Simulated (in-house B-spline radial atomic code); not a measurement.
# RPA and G0W0 on SCAN: Te⁶⁺

Configuration [Kr] 4d10, mean-field start SCAN. Computed with an all-electron radial atomic-structure program (B-spline basis): all electrons, non-relativistic, point nucleus, each spin shell either full or empty, empty states to l = 9 with an (l + 1/2)⁻⁴ tail; G0W0 by contour deformation at full frequency.

Without relativity these are model numbers: it shifts the levels of so heavy an element strongly and can reorder them.

Command:
```bash
python run_gw.py task.json out
```
Settings (radii: box in bohr, nucleus in fm):
```
Z                        52
electrons                46
configuration            [Kr] 4d10
hamiltonian              nr
method                   scan,scan
lmax                     9
spin_polarised           False
box_radius               9.29
intervals                51
```

Cost of the run: 3 s on 1 thread of Arm Neoverse N1, with other jobs on the host.

Energies (hartree):

| term | value |
| --- | --- |
| mean-field total | -6606.83356 |
| Hartree-Fock functional on these orbitals | -6604.06773 |
| direct second order | -3.9774 |
| second-order exchange | 1.0942 |
| SOSEX correction | 1.0307 |

Problem. What is the RPA correlation energy, and what remains with SOSEX?

Solution. RPA gives -3.5598 hartree (-2.11 eV per electron); RPA + SOSEX gives -2.5291, and the second-order doubles -2.8832 hartree (no singles). RPA lacks exchange-type terms and so overcorrelates at short range.

Quasi-particle levels (eV):

```json
{"level": "4d", "occupied": "yes", "mean field": "-115.52", "Σx - vxc": "-10.74", "Σc": "?", "QP weight": "?", "G0W0": "?"}
{"level": "5s", "occupied": "no", "mean field": "-72.92", "Σx - vxc": "6.68", "Σc": "-2.07", "QP weight": "0.983", "G0W0": "-68.31"}
```

G0W0 = mean field + (Σx - vxc) + Σc, with Σc (partial-wave tail included) taken at the quasi-particle energy. Only the outer levels were computed. Levels of low weight are left out.

Problem. Where does G0W0 put 4d?

Solution. At -126.07 eV, with Σc = 0.19 eV and a quasi-particle weight of 0.963. The tabulated removal energy is 124.2 ± 0.06 eV (NIST, measured); the calculation leaves out relativity, Breit and QED terms, and what these don't explain is the method's own error.
